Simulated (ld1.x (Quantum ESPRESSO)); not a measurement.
An all-electron radial function and its pseudo partner (C)

Columns: radius, all-electron u(r) and pseudo u(r) of the 2p shell (level -5.51 eV) of carbon in the configuration [He] 2s1.5 2p2.5; PBE, scalar-relativistic, ultrasoft scheme, ld1.x (Quantum ESPRESSO) 7.5.

```csv
r (bohr),all-electron,pseudo
0.115,0.0604,0.0102
0.230,0.1786,0.0400
0.345,0.3045,0.0874
0.460,0.4178,0.1491
0.575,0.5114,0.2208
0.690,0.5850,0.2979
0.805,0.6402,0.3754
0.920,0.6780,0.4487
1.035,0.7006,0.5137
1.150,0.7104,0.5674
1.265,0.7099,0.6077
1.380,0.7013,0.6338
1.495,0.6865,0.6459
1.610,0.6671,0.6456
1.725,0.6443,0.6349
1.840,0.6192,0.6162
1.955,0.5927,0.5922
2.070,0.5653,0.5654
2.185,0.5377,0.5377
2.300,0.5101,0.5101
2.415,0.4830,0.4830
2.530,0.4564,0.4564
2.645,0.4307,0.4307
2.760,0.4060,0.4060
2.875,0.3822,0.3822
2.990,0.3594,0.3594
```

(1) How many radial nodes do the two functions have?

(2) At about which radius was the pseudo-wave matched?

(3) Where does each function peak?

(4) Is the pseudo-wave norm-conserving?

Answers

(1) The all-electron 2p function has n − l − 1 = 0; the pseudo-wave has 0.

(2) 2.30 bohr. The columns agree to 0.0005 from 2.07 bohr on; several derivatives are matched, so the curves merge somewhat inside the radius.

(3) Outermost all-electron maximum near 1.15 bohr, pseudo maximum near 1.50 bohr (to the table’s step).

(4) No, it belongs to an ultrasoft set: the norm inside the radius is not constrained, and the difference is carried by the augmentation charge.
